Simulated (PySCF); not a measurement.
## UHF on In⁺ (indium, charge +1)

Configuration: [Kr] 4d10 5s2, closed-shell 1S. Calculation: PySCF 2.14, in aug-cc-pVDZ-PP with ECP28MDF (5s4p3d, 32 functions); a scalar-relativistic core potential.

- Total energy: -189.014357 hartree
- One-electron energy: -329.2727 hartree
- Hartree (Coulomb) energy: 155.8994 hartree
- Exchange energy: -15.6411 hartree
- ⟨S²⟩: 0.0000
- ⟨L²⟩: 0.000
- Sum of ⟨r⟩: 24.29 bohr
- Sum of ⟨r²⟩: 38.93 bohr²
- Time after the integrals: 0.05 s of wall time on 1 thread of Neoverse-V2 (shared host)

```csv
shell,electrons,mean orbital energy (hartree),"rms radius, mean of both spins (bohr)"
4s,2,-5.64531,0.912
4p,6,-3.89728,0.996
4d,10,-1.28117,1.27
5s,2,-0.63503,2.76
```

Energies and moments cover only the electrons outside the core potential.
